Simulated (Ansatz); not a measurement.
Geometry optimisation, Ansatz, RHF/def2-SVP.

input.yaml

```yaml
crystal:
  periodic: [false, false, false]
  atoms:
    - { symbol: Si, position_ang: [0.0, 0.0, 0.0] }
    - { symbol: F, position_ang: [0.0, 0.0, 1.94] }
    - { symbol: F, position_ang: [1.4994, 0.0, -0.5295] }
    - { symbol: Cl, position_ang: [-1.0032, 1.7381, -0.7093] }
    - { symbol: F, position_ang: [-0.7489, -1.2974, -0.5295] }
    - { symbol: Br, position_ang: [0.9784, 2.2754, 0.823] }
    - { symbol: H, position_ang: [0.4565, 1.0616, 1.9089] }
basis:
  gaussian: { orbitals: def2-SVP }
hamiltonian:
  xc: hf
relax:
  f_tol: 0.15
  max_steps: 25
  restrain:
    - { distance: [0, 5], at: 3.51, k: 30.0 }
    - { distance: [6, 1], at: 2.12, k: 30.0 }
    - { distance: [0, 1], at: 1.59, k: 30.0 }
    - { distance: [6, 5], at: 1.55, k: 30.0 }
```

Run as:

```bash
$ ansatz run input.yaml --threads 2 --pin off --max-ram 3072MiB --backend cpu --events-out ev --progress --plain --runs-dir out
```

Problem. Where does it end, and by what steps?

Solution. It converged. The restraints hold the end off the free minimum; the threshold counts their pulls, which the force column leaves out. Restrained pairs: Si1–Br6 (2.61 → 3.52 Å), F2–H7 (1.16 → 2.13 Å), Si1–F2 (1.94 → 1.59 Å), Br6–H7 (1.71 → 1.49 Å). After 7 steps the energy has fallen by 5.175 eV (the restraints' own energy left out); Br6 moved furthest, 0.79 Å.

```tsv
step	energy less start (eV)	largest force component (eV/Å)	accepted
0	0.0000	4.722	yes
1	-1.5584	4.511	yes
2	-3.0428	5.676	yes
3	-4.3179	4.227	yes
4	-5.0559	1.561	yes
5	-5.1464	1.448	yes
6	-5.1683	1.454	yes
7	-5.1753	1.458	yes
```

```xyz
7
Properties=species:S:1:pos:R:3
Si -0.159 -0.127 -0.128
F -0.188 -0.054 1.457
F 1.331 -0.082 -0.622
Cl -1.292 1.308 -0.946
F -0.738 -1.543 -0.513
Br 1.413 2.645 1.375
H 0.814 1.630 2.281
```

Time of the run: 19 s on 2 threads of Arm Neoverse V1, on a shared host, peak memory 0.28 GiB.
